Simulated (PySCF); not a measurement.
B(H)(Cl)(NH2) (BClH3N), SMILES NBCl. Atoms are numbered in the order given.

```xyz
6

B      0.5848     0.5254     0.0000
H      1.7693     0.6482     0.0000
Cl    -0.1025    -1.1033     0.0000
N     -0.2552     1.6237     0.0000
H      0.0953     2.5657     0.0000
H     -1.2588     1.5490     0.0000
```
Charge 0, spin multiplicity 1.

Geometry: PBE0-D3(BJ)/def2-TZVP. The values are those of a single conformer.

All values below come from B3LYP/pcJ-1 in PySCF.

Isotropic couplings with Fermi-contact, spin-dipole and both spin-orbit terms, one fixed conformer, no vibrational averaging. Isotopes: 11B, 14N, 1H.

```tsv
pair	bonds apart	J (Hz)
B1–H2	1	…
B1–N4	1	24.3
N4–H5	1	62.7
N4–H6	1	62.2
B1–H5	2	5.7
B1–H6	2	-3.2
H2–N4	2	…
H5–H6	2	…
H2–H5	3	4.4
H2–H6	3	12.7
```

**Question.** Fill in the missing entries. (Estimate from the structure and the level; the computed values follow.)

**Answer.** 
- B1–H2, J (Hz): 174.2
- H2–N4, J (Hz): 5.9
- H5–H6, J (Hz): -1.6
